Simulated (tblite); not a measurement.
C6H6NPS.
Numbering: `[N:1]#[C:2][CH2:3][PH:4][c:5]1[cH:6][cH:7][cH:8][s:9]1` (hydrogens: H10, H11 on C3; H12 on P4; H13 on C6; H14 on C7; H15 on C8)

Computed with GFN2-xTB (tblite), gas phase: L-BFGS steps from a force-field or distance-geometry start until the largest atomic force falls under 0.01 eV/Å.

Step 36: E = -667.2430 eV
```
atom  x, y, z in Å  |  force x, y, z in eV/Å
N1     -2.6268   -0.8437   -1.5568   -0.003  -0.038  -0.024
C2     -2.4702   -0.1047   -0.6977    0.017   0.135   0.050
C3     -2.2346    0.7835    0.4006    0.032  -0.039  -0.008
P4     -1.0591   -0.0437    1.6403   -0.071   0.128  -0.037
C5      0.4651    0.0139    0.6652    0.111  -0.005   0.019
C6      0.8997   -0.8024   -0.3399    0.026  -0.052  -0.004
C7      2.2014   -0.4913   -0.7817    0.015   0.012   0.009
C8      2.7498    0.5474   -0.0987   -0.027   0.063  -0.039
S9      1.6885    1.1740    1.0949    0.006  -0.004  -0.022
H10    -1.7894    1.7186    0.0456    0.027  -0.037   0.049
H11    -3.1694    1.0172    0.9186   -0.010  -0.067  -0.036
H12    -1.3833   -1.3457    1.2454   -0.020  -0.058   0.013
H13     0.3048   -1.5962   -0.7526   -0.056  -0.038  -0.018
H14     2.7088   -1.0231   -1.5684   -0.037   0.030   0.030
H15     3.7103    1.0043   -0.2367   -0.009  -0.030   0.017
```

Step 37: E = -667.2450 eV
```
atom  x, y, z in Å  |  force x, y, z in eV/Å
N1     -2.5820   -0.8351   -1.5700   -0.016  -0.019   0.012
C2     -2.4494   -0.1014   -0.7020    0.022   0.117   0.006
C3     -2.2291    0.7835    0.4017    0.013  -0.012  -0.005
P4     -1.0634   -0.0420    1.6471   -0.022   0.080  -0.031
C5      0.4620    0.0036    0.6720    0.101   0.015   0.027
C6      0.8955   -0.8096   -0.3357   -0.001  -0.049   0.008
C7      2.1927   -0.4909   -0.7846   -0.003  -0.006   0.011
C8      2.7397    0.5506   -0.1051   -0.034   0.051  -0.044
S9      1.6809    1.1693    1.0944    0.030   0.035  -0.001
H10    -1.7870    1.7223    0.0541    0.054  -0.029   0.034
H11    -3.1652    1.0171    0.9157   -0.051  -0.089  -0.039
H12    -1.3905   -1.3459    1.2586   -0.027  -0.044   0.018
H13     0.2995   -1.6043   -0.7445   -0.047  -0.051  -0.031
H14     2.6955   -1.0221   -1.5737   -0.015   0.027   0.013
H15     3.6964    1.0129   -0.2500   -0.005  -0.027   0.023
```

Step 38: E = -667.2466 eV
```
atom  x, y, z in Å  |  force x, y, z in eV/Å
N1     -2.5507   -0.8278   -1.5793   -0.026  -0.009   0.027
C2     -2.4343   -0.0974   -0.7060    0.026   0.082  -0.037
C3     -2.2250    0.7831    0.4020   -0.009   0.022  -0.001
P4     -1.0666   -0.0385    1.6509    0.036   0.000  -0.013
C5      0.4616   -0.0046    0.6775    0.055   0.021   0.031
C6      0.8929   -0.8162   -0.3327   -0.026  -0.032   0.025
C7      2.1866   -0.4906   -0.7864   -0.022  -0.021   0.010
C8      2.7317    0.5542   -0.1106   -0.036   0.026  -0.043
S9      1.6759    1.1661    1.0942    0.044   0.062   0.013
H10    -1.7845    1.7243    0.0608    0.068  -0.006   0.021
H11    -3.1628    1.0147    0.9129   -0.077  -0.096  -0.041
H12    -1.3962   -1.3463    1.2703   -0.026  -0.007   0.027
H13     0.2950   -1.6112   -0.7392   -0.024  -0.043  -0.028
H14     2.6857   -1.0205   -1.5774    0.011   0.019  -0.010
H15     3.6864    1.0187   -0.2590    0.005  -0.017   0.020
```

Step 39: E = -667.2481 eV
```
atom  x, y, z in Å  |  force x, y, z in eV/Å
N1     -2.5241   -0.8222   -1.5859   -0.030   0.027   0.059
C2     -2.4208   -0.0922   -0.7101    0.026   0.013  -0.096
C3     -2.2217    0.7833    0.4024   -0.022   0.044  -0.003
P4     -1.0690   -0.0356    1.6538    0.077  -0.072   0.010
C5      0.4624   -0.0109    0.6827   -0.003   0.015   0.030
C6      0.8901   -0.8224   -0.3295   -0.036  -0.007   0.038
C7      2.1808   -0.4906   -0.7876   -0.036  -0.027   0.005
C8      2.7241    0.5580   -0.1163   -0.028  -0.002  -0.037
S9      1.6725    1.1648    1.0940    0.043   0.065   0.014
H10    -1.7807    1.7258    0.0673    0.069   0.022   0.015
H11    -3.1623    1.0107    0.9094   -0.085  -0.091  -0.042
H12    -1.4015   -1.3470    1.2797   -0.019   0.033   0.034
H13     0.2903   -1.6177   -0.7351    0.005  -0.020  -0.012
H14     2.6772   -1.0189   -1.5805    0.030   0.010  -0.028
H15     3.6780    1.0229   -0.2662    0.010  -0.009   0.012
```

Problem. Estimate the geometry and energy of step 40. (The exact step hangs on the optimiser's Hessian estimate; all steps are aligned on step 39, rigid shifts and turns removed.)

Solution. E = -667.2499 eV, largest force 0.153 eV/Å
```
atom  x, y, z in Å  |  force x, y, z in eV/Å
N1     -2.4975   -0.8160   -1.5923   -0.035   0.038   0.053
C2     -2.4056   -0.0851   -0.7159    0.029  -0.036  -0.107
C3     -2.2180    0.7841    0.4024   -0.025   0.056  -0.002
P4     -1.0700   -0.0330    1.6571    0.087  -0.121   0.035
C5      0.4639   -0.0175    0.6890   -0.061   0.005   0.022
C6      0.8865   -0.8296   -0.3254   -0.031   0.021   0.041
C7      2.1740   -0.4913   -0.7888   -0.038  -0.025  -0.004
C8      2.7152    0.5623   -0.1233   -0.010  -0.030  -0.022
S9      1.6697    1.1645    1.0939    0.030   0.048   0.002
H10    -1.7753    1.7279    0.0746    0.054   0.046   0.019
H11    -3.1633    1.0035    0.9046   -0.073  -0.075  -0.048
H12    -1.4072   -1.3470    1.2908   -0.011   0.061   0.035
H13     0.2852   -1.6254   -0.7313    0.038   0.016   0.018
H14     2.6688   -1.0167   -1.5842    0.038   0.002  -0.036
H15     3.6690    1.0273   -0.2731    0.009  -0.006  -0.004
```

The energy changes by -0.0018 eV. The first-order estimate −F·Δx gives -0.0025 eV and the mean of the old and new forces, exact on a quadratic surface, -0.0018 eV. The step makes an angle of 78° with the force vector and moves no atom by more than 0.028 Å.
